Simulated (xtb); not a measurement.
xtb input (GFN1-xTB):

```bash
xtb mol.xyz --gfn 1 --opt tight --chrg 1 --uhf 0
```
mol.xyz:
```
3

Sb     0.73895523     0.42056291     0.25356927
Br    -0.88858656     1.06228439    -1.43424961
Br    -0.18817678    -1.67510462     1.06476296
```

Output:

```
           -------------------------------------------------
          |                Calculation Setup                |
           -------------------------------------------------

           -------------------------------------------------
          |                 G F N 1 - x T B                 |
           -------------------------------------------------

        Reference                      10.1021/acs.jctc.7b00118
      * Hamiltonian:
        H0-scaling (s, p, d)           1.850000    2.250000    2.000000
        zeta-weighting                 0.000000
      * Dispersion:
        s8                             2.400000
        a1                             0.630000
        a2                             5.000000
        s9                             0.000000
      * Repulsion:
        kExp                           1.500000
        rExp                           1.000000
      * Coulomb:
        alpha                          2.000000
        third order                    atomic
        anisotropic                    false
      * Halogen bond correction:
        rad-scale                      1.300000
        damping                        0.440000

          ...................................................
          :                      SETUP                      :
          :.................................................:
          :  # basis functions                  30          :
          :  # atomic orbitals                  27          :
          :  # shells                            9          :
          :  # electrons                        18          :
          :  # halogen bonds                     0          :
          :  max. iterations                   250          :
          :  Hamiltonian                  GFN1-xTB          :
          :  restarted?                      false          :
          :  GBSA solvation                  false          :
          :  PC potential                    false          :
          :  electronic temp.          300.0000000     K    :
          :  accuracy                    1.0000000          :
          :  -> integral cutoff          0.2500000E+02      :
          :  -> integral neglect         0.1000000E-07      :
          :  -> SCF convergence          0.1000000E-05 Eh   :
          :  -> wf. convergence          0.2000000E-04 e    :
          :  Broyden damping             0.4000000          :
          :  net charge                          1          :
          :  unpaired electrons                  0          :
          ...................................................

 iter      E             dE          RMSdq      gap      omega  full diag
   1     -9.7545474 -0.975455E+01  0.917E+00    3.57       0.0  T
   2     -9.1581239  0.596423E+00  0.103E+01    0.82       1.0  T
   3     -9.7313015 -0.573178E+00  0.724E+00    3.67       1.0  T
   4     -9.8687792 -0.137478E+00  0.158E+00    2.78       1.0  T
   5     -9.8784392 -0.966000E-02  0.407E-01    2.54       1.0  T
   6     -9.8790413 -0.602155E-03  0.803E-02    2.45       1.0  T
   7     -9.8790682 -0.269160E-04  0.908E-04    2.47      63.6  T
[...]
 integral evaluation            ...        0 min,  0.001 sec ( 37.268%)
 iterations                     ...        0 min,  0.000 sec ( 12.157%)
 molecular gradient             ...        0 min,  0.001 sec ( 46.593%)
 printout                       ...        0 min,  0.000 sec (  1.895%)

         :::::::::::::::::::::::::::::::::::::::::::::::::::::
         ::                     SUMMARY                     ::
         :::::::::::::::::::::::::::::::::::::::::::::::::::::
         :: total energy              -9.859102910791 Eh    ::
         :: gradient norm              0.000655179887 Eh/a0 ::
         :: HOMO-LUMO gap              2.413815198236 eV    ::
         ::.................................................::
         :: SCC energy                -9.876481187104 Eh    ::
         :: -> electrostatic           0.177604611863 Eh    ::
         :: repulsion energy           0.018735758990 Eh    ::
         :: dispersion energy         -0.001357482677 Eh    ::
         :: halogen bond corr.         0.000000000000 Eh    ::
         :: add. restraining           0.000000000000 Eh    ::
         :: total charge               1.000000000000 e     ::
         :::::::::::::::::::::::::::::::::::::::::::::::::::::

           -------------------------------------------------
          |                Property Printout                |
           -------------------------------------------------

    * Orbital Energies and Occupations

         #    Occupation            Energy/Eh            Energy/eV
      -------------------------------------------------------------
         1        2.0000           -1.1831260             -32.1945
         2        2.0000           -1.0080127             -27.4294
         3        2.0000           -1.0028274             -27.2883
         4        2.0000           -0.7775804             -21.1590
         5        2.0000           -0.7630641             -20.7640
         6        2.0000           -0.7511055             -20.4386
         7        2.0000           -0.7384472             -20.0942
         8        2.0000           -0.7314720             -19.9044
         9        2.0000           -0.7267280             -19.7753 (HOMO)
        10                         -0.6380220             -17.3615 (LUMO)
        11                         -0.5415426             -14.7361
        12                         -0.5211722             -14.1818
        13                         -0.4220736             -11.4852
        14                         -0.4172356             -11.3536
        15                         -0.4109065             -11.1813
        16                         -0.3851648             -10.4809
        17                         -0.3848605             -10.4726
        18                         -0.3790378             -10.3141
        19                         -0.3695052             -10.0547
        20                         -0.3686903             -10.0326
       ...                                ...                  ...
        27                         -0.0011884              -0.0323
      -------------------------------------------------------------
                  HL-Gap            0.0887061 Eh            2.4138 eV
             Fermi-level           -0.6823750 Eh          -18.5684 eV

  Mulliken/CM5 charges         n(s)   n(p)   n(d)
     1Sb    0.68038  0.66351   2.016  1.774  0.530
     2Br    0.15981  0.16825   1.945  4.914 -0.019
     3Br    0.15981  0.16825   1.945  4.914 -0.019

Wiberg/Mayer (AO) data.
largest (>0.10) Wiberg bond orders for each atom

 ---------------------------------------------------------------------------
     #   Z sym  total        # sym  WBO       # sym  WBO       # sym  WBO
 ---------------------------------------------------------------------------
     1  51 Sb   3.256 --     2 Br   1.628     3 Br   1.628
     2  35 Br   1.703 --     1 Sb   1.628
     3  35 Br   1.703 --     1 Sb   1.628
 ---------------------------------------------------------------------------

Topologies differ in total number of bonds
Writing topology from bond orders to xtbtopo.mol

 dipole moment from electron density (au)
     X       Y       Z
   1.9808   1.1273   0.6797  total (Debye):    6.045

           -------------------------------------------------
Note: The following floating-point exceptions are signalling: IEEE_DENORMAL
normal termination of xtb
          |                Geometry Summary                 |
           -------------------------------------------------

      molecular mass/u    :      281.5668392
   center of mass at/Å    :        0.0139890       0.0079618       0.0048001
  moments of inertia/u·Å² :        0.1625612E+03   0.5848846E+03   0.7474457E+03
rotational constants/cm⁻¹ :        0.1037002E+00   0.2882215E-01   0.2255365E-01

 * 2 selected distances

     #   Z          #   Z                                           value/Å
     1  51 Sb       2  35 Br                                      2.4519907 (min)
     1  51 Sb       3  35 Br                                      2.4519969 (max)

 * 1 distinct bonds (by element types)

   Z      Z             #   av. dist./Å        max./Å        min./Å
  35 Br  51 Sb          2     2.4519938     2.4519969     2.4519907

optimized geometry written to: xtbopt.xyz

           -------------------------------------------------
          | TOTAL ENERGY               -9.859102910791 Eh   |
          | GRADIENT NORM               0.000655179887 Eh/α |
          | HOMO-LUMO GAP               2.413815198236 eV   |
           -------------------------------------------------

------------------------------------------------------------------------
------------------------------------------------------------------------
 total:
 SCF:
 ANC optimizer:
```

It need not be the lowest isomer of its formula.
